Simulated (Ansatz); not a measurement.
H₄BN, charge -1, doublet, geometry from GFN2-xTB (a state made from the parent by changing its charge; the spin is typed, not shown lowest) (a gas-phase anion, which may not be bound at this level); WB97M-V/6-31G** in Ansatz (an electronic-structure program).

The Ansatz input:
Ansatz 0.2 input:
```yaml
crystal:
  periodic: [false, false, false]
  atoms:
    - {symbol: B, position_ang: [-0.85821139, 0.10739517, -0.15583823]}
    - {symbol: N, position_ang: [0.69923672, -0.10831351, -0.09977272]}
    - {symbol: H, position_ang: [-1.46270089, -0.95255085, 0.11348944]}
    - {symbol: H, position_ang: [-1.25784084, 1.05119416, 0.59906258]}
    - {symbol: H, position_ang: [1.14447758, 0.79761676, 0.05102349]}
    - {symbol: H, position_ang: [0.97246411, -0.67504134, 0.71402463]}
basis:
  gaussian:
    orbitals: 6-31G__.json
hamiltonian:
  xc: {name: wB97M-V}
total_charge: -1
magnetization: {spin_polarized: true, initial_magnetization: 1}
```
The basis file holds 6-31G** in the JSON format of the Basis Set Exchange.

The log (banner, timings and long lists left out):

```
Functional definition: wB97M-V
545 factors; their error is unknown
119 factors; integrals over basis functions are off by at most 1.0e-5 eV
mean field evaluation 1: about -2227.4249 eV, gradient 9.3e0 eV
mean field evaluation 2: about -2228.0983 eV, gradient 2.6e0 eV
mean field evaluation 4: about -2228.1631 eV, gradient 4.1e-1 eV
mean field evaluation 8: about -2228.1433 eV, gradient 1.9e-1 eV
mean field evaluation 16: about -2228.1435 eV, gradient 6.0e-5 eV
mean field -2228.14350287 eV, -81.8827634405 hartree, gradient 6.0e-5 eV, S^2 0.751662; 0 other end points of the search recorded, 0 dependent functions left out
reference -2228.14352659 eV, -81.8827643122 hartree; 9, 8 occupied and 41, 42 virtual orbitals, 545 factors
Total energy: -2228.14352659 eV, -81.8827643122 hartree
```
